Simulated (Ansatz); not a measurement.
Consider the silylene formation by 1,1-elimination: `C=C[Si](C)(F)Cl` → `C[Si]Cl` + `C=CF`.

Calculated with Ansatz (gas phase, PBE0-D4/def2-TZVP geometries, no zero-point term in ΔE). CCSD(T)/CBS adds triple-zeta CCSD(T) − MP2 to the extrapolated MP2 energy (def2 sets, frozen cores). DFT in def2-TZVPP. Each species was taken in one conformer, which may not be the lowest.

| level | ΔE (eV) |
| --- | --- |
| PBE0-D4 | 4.29 |
| B2PLYP | 4.23 |
| HF/def2-TZVPP | 4.25 |
| MP2/def2-TZVPP | 4.58 |
| SCS-MP2/def2-TZVPP | 4.43 |
| HF/def2-QZVPP | 4.26 |
| MP2/def2-QZVPP | 4.63 |
| MP2/CBS(def2) | 4.66 |

**Question.** What does CCSD(T)/CBS give? (Best estimate.)

**Answer.** The calculation gave: +4.39 eV. The listed levels differ from it by -0.10, -0.16, -0.14, 0.19, 0.04, -0.13, 0.24, 0.27 eV.

Largest T1 diagnostic among the species: 0.012.

From PBE to PBE0 (25 % exact exchange), in def2-TZVPP and without D4, ΔE moves by +0.24 eV. The D4 term adds +0.20 eV with B3LYP and +0.11 eV with PBE0; it sums over pairs of atoms, weighted by their polarisabilities, and B3LYP, whose exchange is more repulsive, gets the larger term.

B3LYP here is the variant with VWN-RPA as its local correlation; programs differ in this.
